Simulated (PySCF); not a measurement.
Electrostatic solvation of a mixed set.

Level: wB97X-D/def2-SVPD in PySCF, non-relativistic, each on one gas-phase PBE0-D3(BJ)/def2-SVP geometry that isn't relaxed in the solvent. The solvent is an IEF-PCM continuum (Bondi radii, 1.10 Å for H, scaled by 1.2). Specific hydrogen bonds and non-electrostatic terms are outside this model.

Question: Order them by E(solvent) − E(gas) in dichloromethane (ε = 8.93), most negative first (kJ/mol).
A. `[F:1][C@@H:2]1[CH2:3][CH:4]=[CH:5][C@H:6]([F:7])[CH2:8][CH2:9]1` with F1–C2–C3–C4 161°, C2–C3–C4–C5 31°, C4–C5–C6–F7 149°, C5–C6–C8–C9 -78°
B. `[CH3:1][CH:2]=[C:3]=[CH:4][C:5]([CH3:6])([F:7])[F:8]` with C3–C4–C5–C6 2°
C. `[NH2:1][C@@H:2]1[CH:3]=[CH:4][C@H:5]2[CH2:6][C@@H:7]12` with H–N1–C2–C3 180° and 63°

Answer: A (-18.9), C (-17.7), B (-15.6).

```
                    SMILES  charge  ΔE (kJ/mol)  polarisation term (kJ/mol)  HOMO shift (eV)  dipole gas (D)  dipole solvent (D)  atoms  lowest singlet, gas (eV)  lowest singlet, solvent (eV)
   F[C@@H]1CC=C[C@H](F)CC1       0        -18.9                       -21.1            +0.20            0.57                0.69     19                      7.03                          6.91
N[C@@H]1C=C[C@H]2C[C@@H]12       0        -17.7                       -20.0             0.00            1.57                2.12     16                      6.37                          6.39
            CC=C=CC(C)(F)F       0        -15.6                       -17.6            +0.15            3.30                4.12     16                      5.74                          5.68
```

The polarisation term is half the interaction of the solute with the induced surface charges. Singlets are vertical TDDFT energies (frozen core, non-equilibrium response), the lowest in each medium.

Note: wB97X-D ran without an empirical dispersion term, which enters the total energy and its gradient alone.
